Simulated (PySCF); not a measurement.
Species: C₆H₅NO.
Structure used (GFN2-xTB), in Å, numbered top down from 1:
```xyz
13
C6H5NO angstrom
O     -2.418   -2.177    0.235
N     -2.275   -1.018   -0.136
C     -0.998   -0.454   -0.056
C     -0.892    0.874   -0.483
C      0.333    1.509   -0.440
C      1.451    0.828    0.023
C      1.352   -0.491    0.446
C      0.134   -1.135    0.411
H     -1.779    1.375   -0.838
H      0.425    2.534   -0.767
H      2.408    1.328    0.055
H      2.230   -1.011    0.801
H      0.024   -2.161    0.733
```

Method: PySCF, TDDFT CAM-B3LYP/def2-SVPD, vertical, gas phase, core orbitals frozen in the response.

Transition dipole moments from the ground state, in atomic units and in the frame of the coordinates above (overall signs are arbitrary), for the states with f of 0.002 or more among the lowest 8:

| state | E (hartree) | μx | μy | μz |
| --- | --- | --- | --- | --- |
| S2 | 0.1643 | 0.345 | -0.326 | 0.182 |
| S3 | 0.1760 | 1.310 | 0.921 | -0.039 |
| S7 | 0.2352 | -0.128 | -0.870 | 0.266 |
| S8 | 0.2488 | 1.128 | 0.475 | 0.075 |

**Question.** What oscillator strength does each state have?

**Answer.** f = (2/3) ΔE |μ|² with ΔE in hartree (27.2114 eV).

| state | \|μ\|² (au) | \|μ\| (D) | f |
| --- | --- | --- | --- |
| S2 | 0.258 | 1.29 | 0.028 |
| S3 | 2.566 | 4.07 | 0.301 |
| S7 | 0.844 | 2.33 | 0.132 |
| S8 | 1.503 | 3.12 | 0.249 |

**Question.** The point group is Cs. Which irreducible representation does each state belong to?

**Answer.** From a totally symmetric ground state, an allowed state transforms like the component of the dipole operator along its μ. Polarised in the mirror plane, so A′: S2, S3, S7 and S8.

**Question.** What angle do the transition dipoles of S2 and S7 make?

**Answer.** |cos θ| = |μa·μb| / (|μa| |μb|) = 0.62, so θ ≈ 52° (taken between 0 and 90°, since the signs are arbitrary).

**Question.** What peak molar absorption coefficient would the strongest computed level give as a lone Gaussian band 0.5 eV wide at half height?

**Answer.** ε(max) = 2.175×10⁸ f / FWHM, with the width in cm⁻¹. S3: 2.175×10⁸ × 0.3011 / 4033 ≈ 16000 L mol⁻¹ cm⁻¹.

One conformer stands for the species.
